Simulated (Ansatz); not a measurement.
Ansatz (an electronic-structure program) input (RI-MP2/def2-TZVPPD):
A basis named .json is the Basis Set Exchange file of that set.

Ansatz 0.2 input:
```yaml
crystal:
  periodic: [false, false, false]
  atoms:
    - {symbol: Y, position_ang: [0.13155285, -0.13842045, 0.16777224]}
    - {symbol: O, position_ang: [1.06974557, 0.48290069, -1.37913829]}
    - {symbol: O, position_ang: [-1.71106570, 0.19189900, 0.56124862]}
basis:
  gaussian:
    orbitals: def2-TZVPPD.json
    fitting: {mean_field: def2-universal-jkfit, correlation: def2-TZVPPD-RIFIT.json}
total_charge: 1
magnetization: {spin_polarized: true, initial_magnetization: 2}
correlation: {method: mp2, electrons: outside_noble_gas}
```

End of the output:

```
integrals: 0.07 GiB planned
409 factors; integrals over basis functions are off by at most 8.8e-1 eV
360 factors; integrals over basis functions are off by at most 9.5e-1 eV
mean field: 0.26 GiB planned
mean field evaluation 1: about -5086.5068 eV, gradient 5.1e1 eV
mean field evaluation 2: about -5091.3714 eV, gradient 4.3e1 eV
mean field evaluation 4: about -5099.3464 eV, gradient 3.8e0 eV
mean field evaluation 8: about -5099.8544 eV, gradient 2.9e-1 eV
mean field evaluation 16: about -5099.9335 eV, gradient 1.3e-1 eV
mean field evaluation 32: about -5099.8088 eV, gradient 1.7e0 eV
mean field evaluation 64: about -5099.7717 eV, gradient 7.3e-1 eV
mean field evaluation 96: about -5100.1505 eV, gradient 1.8e-1 eV
mean field evaluation 128: about -5099.0801 eV, gradient 7.3e0 eV
mean field evaluation 160: about -5094.8105 eV, gradient 4.0e0 eV
mean field evaluation 192: about -5099.8494 eV, gradient 5.0e-1 eV
mean field evaluation 224: about -5099.8994 eV, gradient 2.1e0 eV
mean field -5100.15070398 eV, -187.4270813648 hartree, gradient 1.2e-6 eV, S^2 2.019405; 17 other end points of the search recorded, 0 dependent functions left out
6 core orbitals not correlated
reference -5100.15070398 eV, -187.4270813648 hartree; 8, 6 occupied and 122, 124 virtual orbitals, 360 factors
second order -11.44754321 eV of doubles, -0.00000000 eV of singles
Total energy: -5111.59824719 eV, -187.8477708185 hartree
```

This state (charge 1, triplet) is run at the relaxed geometry of the species with charge 0 and multiplicity 2.
